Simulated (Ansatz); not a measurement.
Consider the hydrogenolysis of the In–F bond: `[OH][In]([F])[F]` + H₂ → `[OH][InH][F]` + H–F.

Computed with Ansatz on PBE0-D4/def2-TZVP structures; ΔE is electronic, products minus reactants. CBS: MP2 limit from def2 TZ/QZ plus the TZ coupled-cluster correction, frozen cores. This one scheme is used for every species. Functionals use def2-TZVPP. Elements past krypton have def2 core potentials. For In outer-core shells are correlated without core-valence functions, which leaves a few kJ/mol of doubt a bond. Each species was taken in one conformer, which may not be the lowest.

`[OH][In]([F])[F]`:

Z-matrix (Å, degrees):
```
In
O 1 1.954
F 1 1.935 2 121.1
F 1 1.922 2 123.4 3 -180.0
H 2 0.962 1 111.3 3 -0.0
```

H₂:

```xyz
2

H    -0.202    0.248   -0.192
H     0.202   -0.248    0.192
```

`[OH][InH][F]`:

Z-matrix (Å, degrees):
```
In
O 1 1.966
F 1 1.944 2 106.4
H 1 1.691 2 134.0 3 -180.0
H 2 0.960 1 113.7 3 180.0
```

H–F:

Cartesian coordinates in Å:
```
F -0.442 0.108 0.066
H 0.442 -0.108 -0.066
```

**Question.** Is it downhill or uphill in electronic energy at CCSD(T)/CBS, and by how much? (Best estimate.)

**Answer.** Ansatz gave: Uphill: ΔE = +3.4 kcal/mol.

**Question.** What do these levels give: PBE-D4, PBE0-D4, ωB97X-V, B2PLYP, PBE0, HF/def2-TZVPP, MP2/def2-TZVPP, SCS-MP2/def2-TZVPP, CCSD/def2-TZVPP, CCSD(T)/def2-TZVPP, HF/def2-QZVPP, MP2/def2-QZVPP? (Best estimate.)

**Answer.** Computed: PBE-D4 4.1, PBE0-D4 1.9, ωB97X-V 4.4, B2PLYP 4.3, PBE0 1.7, HF/def2-TZVPP 2.5, MP2/def2-TZVPP 3.4, SCS-MP2/def2-TZVPP 4.0, CCSD/def2-TZVPP 1.7, CCSD(T)/def2-TZVPP 2.6, HF/def2-QZVPP 3.1, MP2/def2-QZVPP 4.1 kcal/mol.

Largest T1 diagnostic among the species: 0.018.

From PBE to PBE0 (25 % exact exchange), in def2-TZVPP and without D4, ΔE moves by −2.1 kcal/mol.
